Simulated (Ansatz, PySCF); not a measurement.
Here is a job for PySCF.
```python
from pyscf import gto, scf, cc

mol = gto.M(
    atom='''
Al    0.000000    0.000000    0.000000
H     1.189264   -0.207851    1.091787
H    -1.184882    0.904432    0.653920
H    -0.599867   -1.450317   -0.431617
H     0.595484    0.753737   -1.314090
''',
    basis='aug-cc-pvdz',
    charge=-1,
    spin=0,
    verbose=4,
)

mf = scf.RHF(mol)
mf.kernel()

mycc = cc.CCSD(mf, frozen=5)
mycc.kernel()
et = mycc.ccsd_t()
print('E(CCSD(T)) = %.10f' % (mycc.e_tot + et))
```

Task: Convert this to an input for Ansatz (a first-principles code).

Result: Several could match; the one computed here: 
Ansatz 0.2 input:
```yaml
crystal:
  periodic: [false, false, false]
  atoms:
    - {symbol: Al, position_ang: [0.00000000, 0.00000000, 0.00000000]}
    - {symbol: H, position_ang: [1.18926445, -0.20785140, 1.09178746]}
    - {symbol: H, position_ang: [-1.18488180, 0.90443151, 0.65391954]}
    - {symbol: H, position_ang: [-0.59986665, -1.45031671, -0.43161723]}
    - {symbol: H, position_ang: [0.59548400, 0.75373660, -1.31408978]}
basis:
  gaussian:
    orbitals: aug-cc-pVDZ
total_charge: -1
magnetization: {spin_polarized: false}
correlation: {method: ccsd_t, electrons: outside_noble_gas}
accuracy: high
```

Both were run: PySCF gave -244.381975 Eh and Ansatz -244.381975 Eh, 0.000 mEh apart.
